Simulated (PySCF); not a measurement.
Run record: geometry optimisation, `C1=[CH][GeH2][CH]=C1`.

Computed with PBE0-D3(BJ)/def2-SVP geometry optimisation, gas phase (PySCF 2.14.0). Start geometry: GFN2-xTB. The input is one job of a driver script: a line of settings, then coordinates in Å.

Input:
```
{"job": {"xc": "PBE0", "basis": "def2-SVP", "d3": "d3bj", "grid": 1, "kind": "geom"}, "charge": 0, "multiplicity": 1}
C     -1.045938     0.747372    -0.430423
C      0.168010     1.299916    -0.336686
Ge     1.414207    -0.056403     0.305359
C     -0.085557    -1.302733     0.349449
C     -1.182827    -0.657575    -0.059898
H     -1.924455     1.283743    -0.763043
H      0.356452     2.329353    -0.589888
H      2.045219     0.233227     1.635412
H      2.517088    -0.415451    -0.646446
H     -0.098390    -2.339285     0.640608
H     -2.158383    -1.119493    -0.130407
```

Problem. What does the run print?

Solution. 
```
step   0  E = -2232.16617912  max force = 0.020268
step   1  E = -2232.16864377  max force = 0.004913
step   2  E = -2232.16874836  max force = 0.000983
step   3  E = -2232.16875310  max force = 0.000791
step   4  E = -2232.16875980  max force = 0.000139
optimisation converged
```

Energies in Eh; «max force» is the largest Cartesian gradient component in Eh/bohr.

Problem. How much energy does the optimisation release, in kcal/mol?

Solution. E(step 0) − E(last step) = 0.002581 Eh, which is 1.6 kcal/mol.

Problem. Give the first gradient maximum in eV/Å.

Solution. With 1 Eh/bohr = 51.422 eV/Å, 1.042 eV/Å.

Summary of the converged run: final energy -2232.16876 Eh after 4 steps; dipole 0.35 D.

Problem. Estimate the wall time. Hardware: Arm Neoverse V1, one thread, no GPU, shared host with 32 logical CPUs at a one-minute load of 20. And the peak memory of the process?

Solution. About 20 s, with 0.53 GiB resident at the peak, the Python interpreter and its libraries included.
Labels such as C1 count atoms from 1, the log's own numbers from 0.
